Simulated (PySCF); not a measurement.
A structure optimised at r2SCAN-D4/def2-SVP, used in a PySCF frequency run:

```
C
O 1 1.3567
C 1 1.4040 2 124.34
H 3 1.0915 1 121.08 2 0.00
C 3 1.4007 4 119.51 1 -180.00
H 5 1.0943 3 118.95 4 0.00
C 5 1.3951 6 120.01 3 180.00
H 7 1.0932 5 120.43 6 0.00
C 7 1.4017 8 120.44 5 180.00
C 9 1.3919 7 120.60 8 180.00
H 10 1.0931 9 121.75 7 180.00
H 9 1.0942 10 119.35 11 0.00
C 2 1.4091 1 118.24 3 0.00
H 13 1.0977 2 106.46 1 180.00
H 13 1.1052 14 109.04 2 120.68
H 13 1.1052 14 109.04 15 118.65
```
Charge 0, spin multiplicity 1.

**Question.** Write its SMILES, formula and point group.

**Answer.** COc1ccccc1, C₇H₈O, Cs

**Question.** What are its rotational constants (standard atomic weights)?

**Answer.** 5.0144, 1.5643, 1.2016 GHz
